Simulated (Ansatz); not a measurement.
Species: Br3Ga, SMILES `[Br][Ga]([Br])[Br]` (charge 0, multiplicity 1).

Q: Give a relaxed geometry from PBE-D3(BJ)/def2-TZVP run with Ansatz (a quantum-chemistry and plane-wave program).

A: the end point of this relaxation (outside a Z-matrix the atoms follow the SMILES, hydrogens last).
Z-matrix (Å, degrees):
```
Ga
Br 1 2.2808
Br 1 2.2809 2 120.01
Br 1 2.2809 2 120.01 3 179.97
```
